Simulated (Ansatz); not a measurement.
Coupled-cluster diagnostics for the cluster Al₅Ru₂⁻, Ansatz.

Geometry of the singlet (PBE-D4/def2-SVPD):

```xyz
7

Ru   -0.107   -0.197   -0.830
Ru    0.323    1.399    2.169
Al    1.308   -1.704   -1.920
Al   -1.878   -1.566   -1.501
Al    1.540    1.361    0.165
Al   -1.313    1.511    0.492
Al    0.127   -0.805    1.425
```

In the def2 sets Ru takes a core potential; there is no spin–orbit coupling. Correlated methods freeze 25 core orbitals; core or outer-core shells of Ru are correlated, in sets that lack core-valence functions. The structure comes from a short search, and lower isomers may exist.

Estimate the CCSD(T) correlation energy, the shares of MP2 and (T), T1 and the reference's ⟨S²⟩ for: charge -1, singlet, own geometry in def2-SVPD; and the rough time on 4 threads of AMD EPYC 9R45 on a shared host.


| state | basis | correlation (eV) | MP2 share (%) | (T) share (%) | T1 | ⟨S²⟩ (pure) | wall time | remarks |
| --- | --- | --- | --- | --- | --- | --- | --- | --- |
| charge -1, singlet, own geometry | def2-SVPD | -38.379 | 104.5 | 8.9 | 0.094 | 0.00 (0.00) | 2.3 min | large T1, restricted SCF unstable |
Customary marks for T1 are 0.02 (closed shells), 0.045 (open shells) and about 0.05 (3d metals). T1 exceeds 0.02 in 1 of 1 rows and 0.045 in 1; the higher it lies, the less the single-reference result can be trusted.
